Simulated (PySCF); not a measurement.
Electron correlation in P (phosphorus, neutral)

[Ne] 3s1 3p3 3d1, high-spin 6D determinant (an excited configuration). All numbers are calculated (PySCF 2.14, the non-relativistic Hamiltonian (point nucleus), in dyall-acv3z). Frozen: [Ne]; 5 electrons correlated; the 26 highest virtual orbitals of each spin left out.

```json
{"level": "CCSD", "correlation energy (mhartree)": "-39.84"}
{"level": "(T)", "correlation energy (mhartree)": "-0.69"}
{"level": "CCSD(T)", "correlation energy (mhartree)": "-40.53"}
```

Diagnostics: T1 = 0.0032, D1 = 0.0058, largest double amplitude 0.030.

The outer electron is Rydberg-like, and this basis confines it to a smaller radius and binds it less than a complete one would.

Cost of the coupled-cluster step: about 24 core-seconds, for 5 correlated electrons.
